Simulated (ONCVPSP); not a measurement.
**Transferability test, ONCV potential for zirconium (Zr)**

zirconium (Zr), optimised norm-conserving Vanderbilt (ONCV), made with ONCVPSP 4.0.1 (PBE, fully relativistic). Core [Ar] 3d10, reference 4s2 4p6 4d2 5s1 5p1. Waves: 4s+5s: rc 1.80 bohr, ncon 4, nbas 8, qcut 5.1 1/bohr, 3 projectors, debl 2.1 Ha; 4p+5p: rc 2.30 bohr, ncon 4, nbas 8, qcut 5.5 1/bohr, 2 projectors; 4d: rc 2.30 bohr, ncon 3, nbas 7, qcut 8.1 1/bohr, 2 projectors, debl 1.2 Ha. Local part: polynomial inside 1.50 bohr (lpopt 5, dvloc0 6 Ha). Core correction: none.

Open shells are filled in proportion to 2j + 1.

Energies are relative to the spin-unpolarised reference configuration 4s2 4p6 4d2 5s1 5p1; without spin polarisation the order of configurations can differ from experiment.

| valence configuration | charge | ΔE all-electron (eV) | error AE − PS (meV) |
| --- | --- | --- | --- |
| 4s2 4p6 4d2 5s2 5p0 | 0 | -3.039 | -0.2 |
| 4s2 4p6 4d2 5s0 5p0 | +2 | 17.038 | -1.6 |
| 4s2 4p6 4d2 5s1.5 5p0 | +0.5 | -0.159 | 0.0 |

What are ΔE and the potential's error for 4s2 4p6 4d2 5s1 5p0?

ΔE = 4.098 eV all-electron; the error (AE − PS) is 0.0 meV.

Levels in the configuration 4s2 4p6 4d2 5s1.5 5p0:

```json
{"level": "4s j=1/2", "all-electron (eV)": "-57.663", "pseudo (eV)": "-57.661"}
{"level": "4p j=3/2", "all-electron (eV)": "-35.073", "pseudo (eV)": "-35.072"}
{"level": "4p j=1/2", "all-electron (eV)": "-36.845", "pseudo (eV)": "-36.844"}
{"level": "4d j=5/2", "all-electron (eV)": "-6.608", "pseudo (eV)": "-6.609"}
{"level": "4d j=3/2", "all-electron (eV)": "-6.743", "pseudo (eV)": "-6.743"}
{"level": "5s j=1/2", "all-electron (eV)": "-7.111", "pseudo (eV)": "-7.111"}
```
